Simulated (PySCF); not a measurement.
SMILES [SiH2](O[SiH2]F)Cl (H4ClFOSi2) at its PBE0/def2-SVP optimised geometry (Å):

```
9

Si    -0.6080     1.4551    -0.7333
F      0.7937     2.2583    -0.6387
O     -0.4279    -0.0077     0.0000
Si     0.1433    -1.5540     0.0000
Cl    -0.4900    -2.5233    -1.7083
H     -0.9279     1.2759    -2.1710
H     -1.6280     2.2274     0.0129
H     -0.4236    -2.2583     1.1745
H      1.6280    -1.5540     0.0000
```

Computed with PySCF with PBE0/def2-TZVP. Cells within 0.4 Å of a nucleus heavier than hydrogen are left out (blank, or x).

Map of the electron localisation function on the plane z = 0.0 Å:

```
|0000000000000000000000000000000|
|0000000000000000000000000000000|
|0000000013310000000000000000000|
|0000001589851000011100000000000|
|0000017999993000233310000000000|
|0000059999997101466531000000000|
|0000189999999202677752000000000|
|0000299999999413688763100000000|
|0000399999999514678763100000000|
|0000289999997113577653100000000|
|0000058999982001244432000000000|
|0000013566531011101110000000000|
|0000000011124665200000000000000|
|0000000000257888630000000000000|
|0000000002578xx8751000000000000|
|0000000013688xx7751000000000000|
|0000000014688xx8741014663000000|
|0000000012468888632489998200000|
|0000000000146741016999999600000|
|000000000001210xx06999999810000|
|000000000000105xx35999999920000|
|000000000001202xx16999999920000|
|0000000000012300007999999710000|
|0000000000012331115899999400000|
|0000000000001122111478985000000|
|0000000000000011000013430000000|
|0000000000000000000000000000000|
|0000000000000000000000000000000|
|0000000000000000000000000000000|
|0000000000000000000000000000000|
|0000000000000000000000000000000|
```
Scale: ten equal steps from 0.000 (start of '0') to 1.000 (end of '9'), in the order '0123456789'; x runs from -4.50 to 4.50, y from -4.50 (bottom) to 4.50 (top).
